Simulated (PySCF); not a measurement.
Molecule: Be(iPr)(OSiH3), SMILES C[CH](C)[Be][O][SiH3]. Atoms near the plane z = 0.0 Å, at the GFN2-xTB optimised geometry (x, y, z in Å): Si13 (-0.5, -0.3, 0.0), H14 (-1.0, -1.1, 1.1), H15 (-1.0, 1.1, 0.0), H16 (1.0, -0.3, 0.0).

Level of theory: PBE0/def2-TZVP (PySCF). Cells within 0.4 Å of a nucleus heavier than hydrogen are left out (blank, or x). The values are rescaled to run from 0 to 1.

```
|5555555555555555555555555555555|
|5555555555555555555555555555555|
|5555555555555555555555555555555|
|5555555555555555555555555555555|
|5555555555555555555555555555555|
|5555555555555555555555555555555|
|5555555555555555555555555555555|
|5555555555555555555555555555555|
|5555555555555555555555555555555|
|5555555555445555555555555555555|
|5555555555003455555555555555555|
|5555555554003455555555555555555|
|5555555554433445555555555555555|
|5555555555444555555555555555555|
|5555555555469997544455555555555|
|555555555559xxx9543245555555555|
|555555555569xxx9632005555555555|
|555555555569xxx9543035555555555|
|5555555555599999544455555555555|
|5555555555556875555555555555555|
|5555555555555555555555555555555|
|5555555555555555555555555555555|
|5555555555555555555555555555555|
|5555555555555555555555555555555|
|5555555555555555555555555555555|
|5555555555555555555555555555555|
|5555555555555555555555555555555|
|5555555555555555555555555555555|
|5555555555555555555555555555555|
|5555555555555555555555555555555|
|5555555555555555555555555555555|
```
Scale: ten equal steps from 0.000 (start of '0') to 1.00 (end of '9'), in the order '0123456789'; x runs from -3.50 to 3.50, y from -3.50 (bottom) to 3.50 (top).

### Question
Which quantity is mapped?
A) log10 of the electron density
B) deformation density (molecule minus spherical neutral atoms)
C) Laplacian of the electron density
D) an orbital amplitude

### Answer
C, Laplacian of the electron density. In full: Laplacian of the electron density (e/bohr⁵), clipped to [-1.50, 1.50].
